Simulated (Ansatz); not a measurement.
Al(OH)3 (AlO3H3). Total charge 0; singlet. Geometry PBE-D4/def2-TZVP.

```tsv
atom	x (Å)	y (Å)	z (Å)
Al1	0.000	0.000	0.000
O2	0.384	1.644	0.251
H3	1.307	1.927	0.308
O4	-1.633	-0.490	-0.099
H5	-2.343	0.161	-0.014
O6	1.248	-1.155	-0.152
H7	1.037	-2.088	-0.295
```

HSE06 is defined as in plane-wave codes, on full-range PBE exchange.

Question: Estimate the orbital energies around the gap (eV) in Ansatz with PBE-D4/def2-SVP, PBE-D4/def2-TZVP, r2SCAN-D4/def2-TZVPD, PBE0-D4/def2-SVP, HSE06-D4/def2-TZVP.

Answer: 
```json
{"orbital": "HOMO−13", "PBE-D4/def2-SVP": "-68.90", "PBE-D4/def2-TZVP": "-68.74", "r2SCAN-D4/def2-TZVPD": "-70.70", "PBE0-D4/def2-SVP": "-73.83", "HSE06-D4/def2-TZVP": "-73.20"}
{"orbital": "HOMO−12", "PBE-D4/def2-SVP": "-68.90", "PBE-D4/def2-TZVP": "-68.74", "r2SCAN-D4/def2-TZVPD": "-70.70", "PBE0-D4/def2-SVP": "-73.83", "HSE06-D4/def2-TZVP": "-73.20"}
{"orbital": "HOMO−11", "PBE-D4/def2-SVP": "-23.62", "PBE-D4/def2-TZVP": "-24.31", "r2SCAN-D4/def2-TZVPD": "-25.74", "PBE0-D4/def2-SVP": "-26.72", "HSE06-D4/def2-TZVP": "-26.97"}
{"orbital": "HOMO−10", "PBE-D4/def2-SVP": "-23.30", "PBE-D4/def2-TZVP": "-23.99", "r2SCAN-D4/def2-TZVPD": "-25.42", "PBE0-D4/def2-SVP": "-26.37", "HSE06-D4/def2-TZVP": "-26.63"}
{"orbital": "HOMO−9", "PBE-D4/def2-SVP": "-23.30", "PBE-D4/def2-TZVP": "-23.99", "r2SCAN-D4/def2-TZVPD": "-25.42", "PBE0-D4/def2-SVP": "-26.37", "HSE06-D4/def2-TZVP": "-26.63"}
{"orbital": "HOMO−8", "PBE-D4/def2-SVP": "-12.25", "PBE-D4/def2-TZVP": "-12.55", "r2SCAN-D4/def2-TZVPD": "-13.03", "PBE0-D4/def2-SVP": "-14.12", "HSE06-D4/def2-TZVP": "-13.95"}
{"orbital": "HOMO−7", "PBE-D4/def2-SVP": "-11.52", "PBE-D4/def2-TZVP": "-11.84", "r2SCAN-D4/def2-TZVPD": "-12.37", "PBE0-D4/def2-SVP": "-13.38", "HSE06-D4/def2-TZVP": "-13.22"}
{"orbital": "HOMO−6", "PBE-D4/def2-SVP": "-11.52", "PBE-D4/def2-TZVP": "-11.84", "r2SCAN-D4/def2-TZVPD": "-12.37", "PBE0-D4/def2-SVP": "-13.38", "HSE06-D4/def2-TZVP": "-13.22"}
{"orbital": "HOMO−5", "PBE-D4/def2-SVP": "-7.64", "PBE-D4/def2-TZVP": "-8.12", "r2SCAN-D4/def2-TZVPD": "-8.60", "PBE0-D4/def2-SVP": "-9.49", "HSE06-D4/def2-TZVP": "-9.48"}
{"orbital": "HOMO−4", "PBE-D4/def2-SVP": "-7.64", "PBE-D4/def2-TZVP": "-7.98", "r2SCAN-D4/def2-TZVPD": "-8.44", "PBE0-D4/def2-SVP": "-9.44", "HSE06-D4/def2-TZVP": "-9.31"}
{"orbital": "HOMO−3", "PBE-D4/def2-SVP": "-7.53", "PBE-D4/def2-TZVP": "-7.96", "r2SCAN-D4/def2-TZVPD": "-8.44", "PBE0-D4/def2-SVP": "-9.37", "HSE06-D4/def2-TZVP": "-9.31"}
{"orbital": "HOMO−2", "PBE-D4/def2-SVP": "-7.52", "PBE-D4/def2-TZVP": "-7.96", "r2SCAN-D4/def2-TZVPD": "-8.44", "PBE0-D4/def2-SVP": "-9.37", "HSE06-D4/def2-TZVP": "-9.29"}
{"orbital": "HOMO−1", "PBE-D4/def2-SVP": "-6.80", "PBE-D4/def2-TZVP": "-7.28", "r2SCAN-D4/def2-TZVPD": "-7.77", "PBE0-D4/def2-SVP": "-8.63", "HSE06-D4/def2-TZVP": "-8.59"}
{"orbital": "HOMO", "PBE-D4/def2-SVP": "-6.80", "PBE-D4/def2-TZVP": "-7.28", "r2SCAN-D4/def2-TZVPD": "-7.77", "PBE0-D4/def2-SVP": "-8.63", "HSE06-D4/def2-TZVP": "-8.59"}
{"orbital": "LUMO", "PBE-D4/def2-SVP": "-1.10", "PBE-D4/def2-TZVP": "-1.41", "r2SCAN-D4/def2-TZVPD": "-1.20", "PBE0-D4/def2-SVP": "-0.25", "HSE06-D4/def2-TZVP": "-0.91"}
{"orbital": "LUMO+1", "PBE-D4/def2-SVP": "0.48", "PBE-D4/def2-TZVP": "0.19", "r2SCAN-D4/def2-TZVPD": "0.59", "PBE0-D4/def2-SVP": "1.26", "HSE06-D4/def2-TZVP": "0.61"}
{"orbital": "LUMO+2", "PBE-D4/def2-SVP": "1.38", "PBE-D4/def2-TZVP": "0.65", "r2SCAN-D4/def2-TZVPD": "0.75", "PBE0-D4/def2-SVP": "2.36", "HSE06-D4/def2-TZVP": "1.17"}
{"orbital": "LUMO+3", "PBE-D4/def2-SVP": "1.38", "PBE-D4/def2-TZVP": "0.66", "r2SCAN-D4/def2-TZVPD": "0.75", "PBE0-D4/def2-SVP": "2.36", "HSE06-D4/def2-TZVP": "1.17"}
{"orbital": "LUMO+4", "PBE-D4/def2-SVP": "2.59", "PBE-D4/def2-TZVP": "1.71", "r2SCAN-D4/def2-TZVPD": "1.41", "PBE0-D4/def2-SVP": "3.64", "HSE06-D4/def2-TZVP": "2.28"}
{"orbital": "LUMO+5", "PBE-D4/def2-SVP": "3.88", "PBE-D4/def2-TZVP": "3.02", "r2SCAN-D4/def2-TZVPD": "2.24", "PBE0-D4/def2-SVP": "4.83", "HSE06-D4/def2-TZVP": "3.49"}
```
